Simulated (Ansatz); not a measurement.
Ansatz (a program for electronic structure) input (PBE/def2-TZVPD):

Ansatz 0.2 input:
```yaml
crystal:
  periodic: [false, false, false]
  atoms:
    - {symbol: C, position_ang: [-2.26163585, 0.00599580, -0.66659812]}
    - {symbol: C, position_ang: [-1.17511488, -0.64352927, -0.18132495]}
    - {symbol: C, position_ang: [0.15782241, -0.30518451, -0.68231791]}
    - {symbol: Cl, position_ang: [1.36016912, 0.48665590, 0.66472698]}
    - {symbol: H, position_ang: [-3.17727422, -0.46858680, -0.24822704]}
    - {symbol: H, position_ang: [-1.17630929, -1.47493574, 0.54328746]}
    - {symbol: H, position_ang: [0.11424523, 0.46980119, -1.44108610]}
    - {symbol: H, position_ang: [0.79003334, -1.14312096, -0.97288706]}
basis:
  gaussian:
    orbitals: def2-TZVPD
hamiltonian:
  xc: {name: PBE}
total_charge: -1
output: {forces: true}
```

End of the output:

```
integrals: 0.09 GiB planned
1006 factors; their error is unknown
mean field: 0.80 GiB planned
mean field evaluation 1: about -15679.3842 eV, gradient 5.9e1 eV
mean field evaluation 2: about -15509.6160 eV, gradient 1.8e2 eV
mean field evaluation 4: about -15688.5473 eV, gradient 2.0e1 eV
mean field evaluation 8: about -15689.4533 eV, gradient 2.8e-1 eV
mean field evaluation 16: about -15689.4191 eV, gradient 4.5e-4 eV
mean field -15689.41910860 eV, -576.5755175706 hartree, gradient 4.4e-5 eV, S^2 0.000000; 0 other end points of the search recorded, 0 dependent functions left out
the calculation of the forces begins
reference -15689.41916269 eV, -576.5755195586 hartree; 20, 20 occupied and 173, 173 virtual orbitals, 1006 factors
Total energy: -15689.41916269 eV, -576.5755195586 hartree
Atom 0 at    -2.261636     0.005996    -0.666598 Å, force    -0.110668     0.182070    -0.103939 eV/Å
Atom 1 at    -1.175115    -0.643529    -0.181325 Å, force     0.169529     0.102130    -0.058090 eV/Å
Atom 2 at     0.157822    -0.305185    -0.682318 Å, force     0.017766     0.054745     0.281720 eV/Å
Atom 3 at     1.360169     0.486656     0.664727 Å, force    -0.023634    -0.022217    -0.025219 eV/Å
Atom 4 at    -3.177274    -0.468587    -0.248227 Å, force    -0.197914    -0.064255     0.013624 eV/Å
Atom 5 at    -1.176309    -1.474936     0.543287 Å, force    -0.016946    -0.246160     0.225741 eV/Å
Atom 6 at     0.114245     0.469801    -1.441086 Å, force    -0.027669     0.257431    -0.251077 eV/Å
Atom 7 at     0.790033    -1.143121    -0.972887 Å, force     0.189535    -0.263744    -0.082760 eV/Å
Dipole moment:     0.934779    -0.373470     0.264351 e Å
```

It need not be the lowest isomer of its formula. Whether it binds its extra electron was not tested at this geometry.
